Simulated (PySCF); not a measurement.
# Computed structure and properties of [Dy(H2O)]3+

System: [Dy(H2O)]3+ (singlet in the valence; each metal's 4f electrons, 9 of them, lie in its core potential, out of spins and levels); start: template (C2v). Method: PySCF 2.14.0, RKS PBE, Dy lcecp-1-SVP with ECP55, O def2-SVP, H def2-SVP; non-relativistic Hamiltonian with scalar-relativistic core potentials where named; density fitting; no spin-orbit coupling.

Input of the relaxation:

```python
mol = gto.M(atom='''
Dy     0.00000     0.00000    -0.24882
O      0.00000     0.00000     2.19868
H      0.77000    -0.00000     2.78868
H     -0.77000     0.00000     2.78868''',
    basis={'Dy': 'lcecp-1-SVP', 'O': 'def2-SVP', 'H': 'def2-SVP'},
    ecp={'Dy': 'lcecp-1-SVP'},
    charge=3, spin=0)
mf = dft.RKS(mol, xc='PBE')
mf.grids.atom_grid = (50, 194)  # f atoms: unpruned, at least (60, 302)
mf = mf.density_fit()  # fitting sets: Dy AutoAux, O def2-universal-JKFIT, H def2-universal-JKFIT
mf.conv_tol = 1e-08; mf.max_cycle = 55
mf.kernel(dm0)  # dm0: converged density of the start geometry
# quasi-Newton relaxation in Cartesian coordinates to a largest gradient under 0.00045 Eh/bohr, steps kept in the point group
```

Run from Python with OMP_NUM_THREADS=2; the lines above give its settings. Where DIIS fails, smearing, a level shift and second-order steps follow.
It took 6.7 s on 2 threads of Intel(R) Xeon(R) 6975P-C (Granite Rapids), with other jobs on the host, from the converged density of the start.

Course of the relaxation:

```
step  energy above end (eV)  largest force component within the symmetry (eV/Å)
   0                 0.3674                                               3.733
   1                 0.1601                                               1.534
   2                 0.0183                                               0.639
   3                 0.0048                                               0.520
   4                 0.0001                                               0.085
   5                 0.0000                                               0.006
   6                 0.0000                                               0.001
```

Relaxed geometry (C2v):

```xyz
4

Dy    0.0000    0.0000   -0.0707
O     0.0000    0.0000    2.1069
H     0.7902    0.0000    2.7455
H    -0.7902    0.0000    2.7455
```

| contact | Å |
| --- | --- |
| Dy1–O2 (H2O) | 2.178 |

On the finer grid (75, 302):

```json
{"HOMO": "-26.55 eV", "LUMO": "-21.79 eV", "Dipole about the centre of mass": "3.75 D", "Set of Mulliken populations of Dy1 outside the core potential": "s 2.06, p 6.05, d 0.38, f 0.02", "D3(BJ) dispersion energy (not in the energies)": "-0.063 eV"}
```

| atom | Mulliken (e) | Löwdin (e) | spin (e) |
| --- | --- | --- | --- |
| Dy1 | 2.49 | 2.39 | 0.00 |
| O2 | -0.24 | 0.09 | 0.00 |
| H3 | 0.38 | 0.26 | 0.00 |
| H4 | 0.38 | 0.26 | 0.00 |

The 4f levels lie in the core potential and are missing. Their spin isn't counted.

On the grid (50, 194), as all that follows. Harmonic modes: a minimum; lowest 461 cm⁻¹ (negative: unstable), highest 3239 cm⁻¹, zero-point energy 0.615 eV.

Taking off one H2O (charge 0, singlet; the rest: singlet) in vacuum, both parts rigid, costs 5.49 eV; the small basis without counterpoise inflates it. Parting with an electron moved from the ligand to the metal can be far cheaper, even downhill.

Rigid scan of H2O along the line from its metal:

(distance to O2 (Å), energy (eV)): (1.88, 0.919), (1.98, 0.348), (2.08, 0.074), (2.18, 0.000), (2.28, 0.055), (2.38, 0.192), (2.58, 0.586)

One start shape was tried, so this needn't be the lowest isomer.

An lcecp potential fixes the number of 4f electrons, so in runs with it no electron can move into or out of that shell.
